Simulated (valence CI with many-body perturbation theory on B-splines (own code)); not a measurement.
Pb LXII: E2, M1 decay

Calculated by configuration interaction combined with many-body perturbation theory (CI+MBPT): three valence electrons over a frozen Dirac-Fock core [Ar], radial functions for each j: 9 s, 9 p, 10 d, 8 f, 5 g, 3 h, 1 i, with the one-electron correlation potential Σ1, the two-electron term Σ2, the three-electron term Σ3, Breit, model QED; selected CI, second order for the rest (own B-spline code, finite nucleus).

No measured spectrum was set against this ion. As an estimate, large intervals hold to a few tenths of a per cent, small ones and those within an open d or f shell to about a per cent. The list stops below the first excitations out of the core. Only levels of the ground parity were solved; by the run's estimate the other parity begins above the list, which can be wrong where configurations are misplaced.

Lines 1 to 32 of 32 in falling wavelength, among levels below 2149100 cm⁻¹, chosen from the decays that carry over 1 % of a level's rate. Wavelengths and rates use the calculated energies. Electric multipoles are in the length gauge, E1 and E2 with the static RPA response of the core. S is in atomic units (e²a₀⁴ for E2 and M2, e²a₀⁶ for E3), for M1 in squared Bohr magnetons. Weak lines are less certain than strong ones. Lines between different terms over intervals too small for the method are left out, as are lines whose strength nearly cancels. The highest levels of a list are the least certain.

Levels are named by their leading jj configuration (3d3/2^4 stands for four electrons in 3d with j = 3/2), which in mixed levels can hold well under half, so a name can repeat and another be missing. Letters in brackets count levels of one name in rising energy.

```
λ vac (nm)                      Upper                      Lower  Type   A (s⁻¹)  S (a.u.)
     115.7      (3d3/2^2 3d5/2) J=9/2  (3d3/2^2 3d5/2) J=5/2 [a]    E2  3.70e-04  6.86e-06
     107.7      (3d3/2^2 3d5/2) J=7/2  (3d3/2^2 3d5/2) J=5/2 [a]    M1  8.37e+03  3.10e+00
     42.12  (3d3/2^2 3d5/2) J=5/2 [b]      (3d3/2^2 3d5/2) J=7/2    M1  1.56e+04  2.60e-01
     36.46  (3d3/2^2 3d5/2) J=5/2 [b]      (3d3/2^2 3d5/2) J=3/2    M1  4.57e+04  4.93e-01
     30.28  (3d3/2^2 3d5/2) J=5/2 [b]  (3d3/2^2 3d5/2) J=5/2 [a]    M1  1.86e+04  1.15e-01
     13.65      (3d3/2 3d5/2^2) J=3/2  (3d3/2^2 3d5/2) J=5/2 [b]    M1  6.77e+05  2.55e-01
     13.01  (3d3/2 3d5/2^2) J=5/2 [a]  (3d3/2^2 3d5/2) J=5/2 [b]    M1  3.34e+06  1.64e+00
     11.71  (3d3/2 3d5/2^2) J=7/2 [b]  (3d3/2^2 3d5/2) J=5/2 [b]    M1  1.25e+06  5.94e-01
     11.65  (3d3/2 3d5/2^2) J=5/2 [b]  (3d3/2^2 3d5/2) J=5/2 [b]    M1  5.44e+06  1.91e+00
     11.42  (3d3/2 3d5/2^2) J=7/2 [a]      (3d3/2^2 3d5/2) J=7/2    M1  5.32e+06  2.35e+00
     11.21  (3d3/2^2 3d5/2) J=5/2 [a]            (3d3/2^3) J=3/2    M1  1.57e+07  4.92e+00
     10.88      (3d3/2 3d5/2^2) J=9/2      (3d3/2^2 3d5/2) J=7/2    M1  5.71e+06  2.72e+00
     10.80      (3d3/2 3d5/2^2) J=9/2      (3d3/2^2 3d5/2) J=9/2    M1  1.02e+07  4.76e+00
     10.55      (3d3/2^2 3d5/2) J=3/2            (3d3/2^3) J=3/2    M1  1.24e+07  2.16e+00
     10.45      (3d3/2 3d5/2^2) J=3/2      (3d3/2^2 3d5/2) J=1/2    M1  3.20e+06  5.41e-01
     10.32  (3d3/2 3d5/2^2) J=7/2 [a]  (3d3/2^2 3d5/2) J=5/2 [a]    M1  2.14e+07  6.98e+00
     10.16      (3d3/2 3d5/2^2) J=1/2      (3d3/2^2 3d5/2) J=1/2    M1  1.88e+07  1.46e+00
     10.15      (3d3/2^2 3d5/2) J=7/2            (3d3/2^3) J=3/2    E2  2.99e+03  2.30e-04
     10.02      (3d3/2^2 3d5/2) J=1/2            (3d3/2^3) J=3/2    M1  4.57e+06  3.41e-01
     9.941  (3d3/2 3d5/2^2) J=5/2 [a]      (3d3/2^2 3d5/2) J=7/2    M1  8.79e+05  1.92e-01
     9.932      (3d3/2 3d5/2^2) J=3/2      (3d3/2^2 3d5/2) J=3/2    M1  1.82e+07  2.65e+00
     9.905     (3d3/2 3d5/2^2) J=11/2      (3d3/2^2 3d5/2) J=9/2    M1  6.04e+06  2.61e+00
     9.671      (3d3/2 3d5/2^2) J=1/2      (3d3/2^2 3d5/2) J=3/2    M1  1.22e+06  8.18e-02
     9.590  (3d3/2 3d5/2^2) J=5/2 [a]      (3d3/2^2 3d5/2) J=3/2    M1  1.06e+07  2.07e+00
     9.409      (3d3/2 3d5/2^2) J=3/2  (3d3/2^2 3d5/2) J=5/2 [a]    M1  8.01e+06  9.90e-01
     9.160  (3d3/2 3d5/2^2) J=7/2 [b]      (3d3/2^2 3d5/2) J=7/2    M1  3.19e+06  7.28e-01
     9.126  (3d3/2 3d5/2^2) J=5/2 [b]      (3d3/2^2 3d5/2) J=7/2    M1  4.45e+06  7.52e-01
     9.106  (3d3/2 3d5/2^2) J=7/2 [b]      (3d3/2^2 3d5/2) J=9/2    M1  2.69e+06  6.02e-01
     9.101  (3d3/2 3d5/2^2) J=5/2 [a]  (3d3/2^2 3d5/2) J=5/2 [a]    M1  1.92e+06  3.22e-01
     8.442  (3d3/2 3d5/2^2) J=7/2 [b]  (3d3/2^2 3d5/2) J=5/2 [a]    M1  6.16e+05  1.10e-01
     8.413  (3d3/2 3d5/2^2) J=5/2 [b]  (3d3/2^2 3d5/2) J=5/2 [a]    M1  2.51e+05  3.32e-02
     8.182  (3d3/2^2 3d5/2) J=5/2 [b]            (3d3/2^3) J=3/2    M1  1.06e+06  1.29e-01
```
